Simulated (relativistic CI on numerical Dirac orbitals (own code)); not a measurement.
Spin-allowed bands of a d3 ion in an octahedral site, by hand

Problem. A d3 ion in an octahedral site has a 4A2 ground term and spin-allowed bands at ν1 = 11400 and ν2 = 17702 cm⁻¹ (from a computed ligand-field model). Find Δ and the Racah parameter B, and predict the third band.

Working.
1. The F term splits into A2 (−1.2Δ), T2 (−0.2Δ) and T1 (+0.6Δ), so ν1 = E(T2) − E(A2) = Δ = 11400 cm⁻¹.
2. T1(F) mixes with T1(P), which lies at 15B, through an element 0.4Δ. The two roots, counted from A2, are ν2,3 = ½(15B + 3Δ) ∓ ½√[(15B − Δ)² + 12BΔ].
3. Solving the lower root for B gives B = (2ν1² + ν2² − 3ν1ν2)/(15ν2 − 27ν1) = -32127596/-42270 = 760 cm⁻¹.
4. The sum of the roots is 15B + 3Δ, so ν3 = 15B + 3ν1 − ν2 = 27899 cm⁻¹ (358 nm).

Check. The bands were computed by exact diagonalisation of the d3 shell with B = 760 and Δ = 11400 cm⁻¹, which gives ν3 = 27898 cm⁻¹. C does not enter the terms of highest spin.
